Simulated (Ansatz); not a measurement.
Ansatz (a first-principles code) input (B3LYP-D3(BJ)/def2-TZVP):

Ansatz 0.2 input:
```yaml
crystal:
  periodic: [false, false, false]
  atoms:
    - {symbol: C, position_ang: [-0.77856211, -0.29497977, -0.18701998]}
    - {symbol: Si, position_ang: [1.09592238, -0.04958481, -0.17513567]}
    - {symbol: F, position_ang: [1.64361161, -0.16056146, 1.33950718]}
    - {symbol: F, position_ang: [1.43559516, 1.50715950, -0.43604419]}
    - {symbol: H, position_ang: [-1.04933788, -1.30569996, 0.09892125]}
    - {symbol: H, position_ang: [-1.19871935, -0.09381198, -1.16668777]}
    - {symbol: H, position_ang: [-1.22746771, 0.39449996, 0.52642627]}
basis:
  gaussian:
    orbitals: def2-TZVP
hamiltonian:
  xc: b3lyp
  dispersion: d3bj
magnetization: {spin_polarized: true, initial_magnetization: 1}
relax: {f_tol: 0.002, max_steps: 150}
```

Output:

```
Functional definition: B3LYP
integrals: 0.05 GiB planned
885 factors; their error is unknown
mean field: 0.72 GiB planned
mean field evaluation 1: about -14394.6584 eV, gradient 4.9e1 eV
mean field evaluation 2: about -14385.7436 eV, gradient 6.9e1 eV
mean field evaluation 4: about -14403.4588 eV, gradient 3.9e0 eV
mean field evaluation 8: about -14403.5577 eV, gradient 4.0e-2 eV
mean field evaluation 16: about -14403.5577 eV, gradient 8.8e-6 eV
mean field -14403.55773471 eV, -529.3209836687 hartree, gradient 8.8e-6 eV, S^2 0.751694; 0 other end points of the search recorded, 0 dependent functions left out
the calculation of the forces begins
reference -14403.55795042 eV, -529.3209915959 hartree; 21, 20 occupied and 127, 128 virtual orbitals, 885 factors
relax step   1: F+E_penalty+E_count = -14403.75890337 eV  Δ(F+E_penalty+E_count) = +0.000e0 eV  max|allowed force component| = 6.839e-1 eV/Å  Δτ_max = 0.0000 Å  (30 SCF iters, accepted)
these checks for a lower state are left out or cut short: starts, cluster_reference, orbital_swaps, neighbouring_geometries, increment
integrals: 0.05 GiB planned
885 factors; their error is unknown
mean field: 0.72 GiB planned
mean field -14403.59834184 eV, -529.3224759530 hartree, gradient 2.6e-5 eV, S^2 0.751595; 0 other end points of the search recorded, 0 dependent functions left out
the calculation of the forces begins
reference -14403.59855817 eV, -529.3224839028 hartree; 21, 20 occupied and 127, 128 virtual orbitals, 885 factors
relax step   2: F+E_penalty+E_count = -14403.79978088 eV  Δ(F+E_penalty+E_count) = -4.088e-2 eV  max|allowed force component| = 3.871e-1 eV/Å  Δτ_max = 0.0325 Å  (31 SCF iters, accepted)
these checks for a lower state are left out or cut short: starts, cluster_reference, orbital_swaps, neighbouring_geometries, increment
integrals: 0.05 GiB planned
885 factors; their error is unknown
mean field: 0.72 GiB planned
mean field -14403.61710974 eV, -529.3231656605 hartree, gradient 2.7e-5 eV, S^2 0.751526; 0 other end points of the search recorded, 0 dependent functions left out
the calculation of the forces begins
reference -14403.61732693 eV, -529.3231736423 hartree; 21, 20 occupied and 127, 128 virtual orbitals, 885 factors
relax step   3: F+E_penalty+E_count = -14403.81945689 eV  Δ(F+E_penalty+E_count) = -1.968e-2 eV  max|allowed force component| = 1.745e-1 eV/Å  Δτ_max = 0.0553 Å  (30 SCF iters, accepted)
these checks for a lower state are left out or cut short: starts, cluster_reference, orbital_swaps, neighbouring_geometries, increment
integrals: 0.05 GiB planned
885 factors; their error is unknown
mean field: 0.72 GiB planned
mean field evaluation 32: about -14403.5783 eV, gradient 8.4e-1 eV
mean field -14403.61850071 eV, -529.3232167779 hartree, gradient 2.6e-5 eV, S^2 0.751495; 0 other end points of the search recorded, 0 dependent functions left out
the calculation of the forces begins
reference -14403.61871835 eV, -529.3232247761 hartree; 21, 20 occupied and 127, 128 virtual orbitals, 885 factors
relax step   4: F+E_penalty+E_count = -14403.82048418 eV  Δ(F+E_penalty+E_count) = -1.027e-3 eV  max|allowed force component| = 5.599e-2 eV/Å  Δτ_max = 0.0147 Å  (32 SCF iters, accepted)
these checks for a lower state are left out or cut short: starts, cluster_reference, orbital_swaps, neighbouring_geometries, increment
integrals: 0.05 GiB planned
885 factors; their error is unknown
mean field: 0.72 GiB planned
mean field -14403.61885906 eV, -529.3232299468 hartree, gradient 2.6e-5 eV, S^2 0.751517; 0 other end points of the search recorded, 0 dependent functions left out
the calculation of the forces begins
reference -14403.61907658 eV, -529.3232379407 hartree; 21, 20 occupied and 127, 128 virtual orbitals, 885 factors
relax step   5: F+E_penalty+E_count = -14403.82097486 eV  Δ(F+E_penalty+E_count) = -4.907e-4 eV  max|allowed force component| = 3.433e-2 eV/Å  Δτ_max = 0.0063 Å  (32 SCF iters, accepted)
these checks for a lower state are left out or cut short: starts, cluster_reference, orbital_swaps, neighbouring_geometries, increment
integrals: 0.05 GiB planned
885 factors; their error is unknown
mean field: 0.72 GiB planned
mean field -14403.61887918 eV, -529.3232306862 hartree, gradient 1.9e-5 eV, S^2 0.751513; 0 other end points of the search recorded, 0 dependent functions left out
the calculation of the forces begins
reference -14403.61909667 eV, -529.3232386788 hartree; 21, 20 occupied and 127, 128 virtual orbitals, 885 factors
relax step   6: F+E_penalty+E_count = -14403.82103507 eV  Δ(F+E_penalty+E_count) = -6.021e-5 eV  max|allowed force component| = 6.174e-3 eV/Å  Δτ_max = 0.0015 Å  (25 SCF iters, accepted)
these checks for a lower state are left out or cut short: starts, cluster_reference, orbital_swaps, neighbouring_geometries, increment
integrals: 0.05 GiB planned
885 factors; their error is unknown
mean field: 0.72 GiB planned
mean field -14403.61887481 eV, -529.3232305258 hartree, gradient 5.1e-5 eV, S^2 0.751513; 0 other end points of the search recorded, 0 dependent functions left out
the calculation of the forces begins
reference -14403.61909229 eV, -529.3232385181 hartree; 21, 20 occupied and 127, 128 virtual orbitals, 885 factors
relax step   7: F+E_penalty+E_count = -14403.82103631 eV  Δ(F+E_penalty+E_count) = -1.244e-6 eV  max|allowed force component| = 5.838e-4 eV/Å  Δτ_max = 0.0002 Å  (22 SCF iters, accepted)
integrals: 0.05 GiB planned
885 factors; their error is unknown
mean field: 0.72 GiB planned
mean field evaluation 64: about -14403.6187 eV, gradient 1.9e-1 eV
mean field -14403.61887481 eV, -529.3232305258 hartree, gradient 5.1e-5 eV, S^2 0.751513; 1 other end points of the search recorded, 0 dependent functions left out
the calculation of the forces begins
reference -14403.61909229 eV, -529.3232385181 hartree; 21, 20 occupied and 127, 128 virtual orbitals, 885 factors
Total energy: -14403.82125379 eV, -529.3306678162 hartree
Atom 0 at    -0.764244    -0.281655    -0.176807 Å, force    -0.000363     0.000502     0.000584 eV/Å
Atom 1 at     1.087311    -0.019404    -0.147994 Å, force     0.000198     0.000087    -0.000178 eV/Å
Atom 2 at     1.608142    -0.238742     1.354399 Å, force     0.000027    -0.000121    -0.000021 eV/Å
Atom 3 at     1.388270     1.516999    -0.502187 Å, force     0.000024     0.000042     0.000136 eV/Å
Atom 4 at    -1.010909    -1.303930     0.110280 Å, force     0.000006    -0.000041    -0.000071 eV/Å
Atom 5 at    -1.163240    -0.086167    -1.172249 Å, force    -0.000010    -0.000317    -0.000077 eV/Å
Atom 6 at    -1.224288     0.409920     0.534525 Å, force     0.000116    -0.000151    -0.000374 eV/Å
Dipole moment:    -0.349283    -0.227606    -0.173868 e Å
```

It need not be the lowest isomer of its formula.
